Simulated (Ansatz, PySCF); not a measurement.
Noncovalent pair: H2O (SMILES O) (first 3 atoms) with CHN (SMILES C#N); geometry from B3LYP-D3(BJ)/def2-TZVP, rigid monomers moved along the line of their centres of mass till O1···H6 is 3.62 Å.
(charge 0, multiplicity 1):
```xyz
6

O     -0.083    -0.078    -0.103
H      0.709    -0.232    -0.628
H     -0.828    -0.231    -0.694
C     -0.287    -0.352     4.577
N     -0.336    -0.439     5.720
H     -0.241    -0.274     3.504
```

Counterpoise-corrected where a basis set is named; no monomer relaxation.

Correlated levels freeze the cores. CBS(a, b) extrapolates the correlation energy as X⁻³ and adds the Hartree–Fock energy of set b.

The values were computed with Ansatz (Gaussian orbitals); PySCF for the dispersion terms. Each number belongs to the level named beside it.

PBE/def2-TZVPPD gives -6.7 kJ/mol for the interaction energy.

Q: Where do these levels fall relative to PBE: PBE-D3(BJ)/def2-TZVPPD, r2SCAN/def2-TZVPPD, PBE0/def2-TZVPPD, wB97M-V/def2-TZVPPD, MP2/CBS(aug-cc-pVDZ, aug-cc-pVTZ), CCSD(T)/CBS(aug-cc-pVDZ, aug-cc-pVTZ).

A: PBE-D3(BJ)/def2-TZVPPD -0.4; r2SCAN/def2-TZVPPD -0.1; PBE0/def2-TZVPPD -0.3; wB97M-V/def2-TZVPPD -0.6; MP2/CBS(aug-cc-pVDZ, aug-cc-pVTZ) -0.4; CCSD(T)/CBS(aug-cc-pVDZ, aug-cc-pVTZ) -0.4 kJ/mol. 0 of 6 lie above PBE; the widest gap is to wB97M-V/def2-TZVPPD.

Ansatz is a quantum-chemistry and plane-wave program.
